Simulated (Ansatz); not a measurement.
`[CH3][Sn]([F])([F])[C]#N` + H–F → `[CH3][Sn]([F])([F])[F]` + `C#N`  (ligand exchange at the Sn–C bond)

Gas-phase electronic energies from Ansatz, PBE0-D4/def2-TZVP geometries. CCSD(T)/CBS adds triple-zeta CCSD(T) − MP2 to the extrapolated MP2 energy (def2 sets, frozen cores). This one scheme is used for every species. Elements past krypton have def2 core potentials. For Sn outer-core shells are correlated without core-valence functions, which leaves a few kJ/mol of doubt a bond.

| species | HF/def2-TZVPP energy (Eh) |
| --- | --- |
| `[CH3][Sn]([F])([F])[C]#N` | -544.36723 |
| H–F | -100.06520 |
| `[CH3][Sn]([F])([F])[F]` | -551.53940 |
| `C#N` | -92.91256 |

Task: Work out ΔE.

Result: ΔE = (-551.53940) + (-92.91256) − (-544.36723) − (-100.06520) = -0.01953 Eh = -0.53 eV. CCSD(T)/CBS gives -0.43 eV.

Largest T1 diagnostic among the species: 0.014.

At CCSD(T), def2-SVP lies −0.06 eV from the extrapolated value and def2-TZVPP +0.06 eV. In def2-TZVPP, CCSD(T) changes the Hartree–Fock value by +0.16 eV (the triples alone add +0.02 eV) and MP2 by +0.18 eV. From PBE to PBE0 (25 % exact exchange), in def2-TZVPP and without D4, ΔE moves by +0.06 eV.
